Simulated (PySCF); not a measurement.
Compound: C2H10OSi2.
Bonds: C1–O2, O2–C3, C3–Si4, C3–Si5. Hydrogens: H6, H7, H8 on C1; H9 on C3; H10, H11, H12 on Si4; H13, H14, H15 on Si5.

A GFN2-xTB structure with every atom displaced at random (by about 0.01 Å) was refined with PBE0-D3(BJ)/def2-SVP geometry optimisation, gas phase (PySCF 2.14.0). Values at the start:

```json
{"coordinate": "C1–O2", "start": "1.426 Å"}
{"coordinate": "C1–H6", "start": "1.102 Å"}
{"coordinate": "C1–H7", "start": "1.090 Å"}
{"coordinate": "O2–C3", "start": "1.443 Å"}
{"coordinate": "C3–Si4", "start": "1.895 Å"}
{"coordinate": "C3–H9", "start": "1.125 Å"}
{"coordinate": "Si4–H10", "start": "1.474 Å"}
{"coordinate": "Si5–H13", "start": "1.443 Å"}
{"coordinate": "C1–O2–C3", "start": "114.3°"}
{"coordinate": "O2–C3–Si4", "start": "101.9°"}
{"coordinate": "O2–C3–Si5", "start": "109.0°"}
{"coordinate": "Si4–C3–Si5", "start": "119.7°"}
{"coordinate": "C1–O2–C3–Si4", "start": "143°"}
```

How do these coordinates change at the PBE0-D3(BJ)/def2-SVP level?

```tsv
coordinate	PBE0-D3(BJ)/def2-SVP (Å or °)	change
Si5–H13	1.495	+0.052
C1–O2	1.397	-0.029
O2–C3	1.423	-0.020
C1–H7	1.108	+0.018
Si4–H10	1.492	+0.018
C3–H9	1.111	-0.014
C3–Si4	1.900	+0.005
C1–H6	1.099	-0.003
Si4–C3–Si5	113.6	-6.1
O2–C3–Si4	106.0	+4.1
O2–C3–Si5	110.5	+1.5
C1–O2–C3	114.3	0.0
C1–O2–C3–Si4	147	+4
```

The energy falls by 3.7 kcal/mol over 7 energy and gradient evaluations, the largest force component goes from 0.0372 to 4.3e-04 Eh/bohr, and the atoms move by 0.086 Å rms after alignment. The bond that changes most is Si5–H13 (SiH3 silicon to Si–H hydrogen), which lengthens by 0.052 Å. Bonds longer at the end by more than 0.005 Å: 9 of 14; shorter: 3. Rotational constants go from 2950, 2455, 1451 to 2980, 2451, 1457 MHz.

The run used 128 basis functions and 43 SCF cycles in all. The run took 50 s on one thread of an Arm Neoverse V1 (shared host), and the process peaked at 0.51 GiB of memory.

No PBE0-D3(BJ)/def2-SVP frequencies stand behind this structure, so it isn't proved a minimum. The numbers are those of one conformer.

Shape of the structure used: `[CH3:1][O:2][CH:3]([SiH3:4])[SiH3:5]`: C1–O2–C3–Si4 147°.
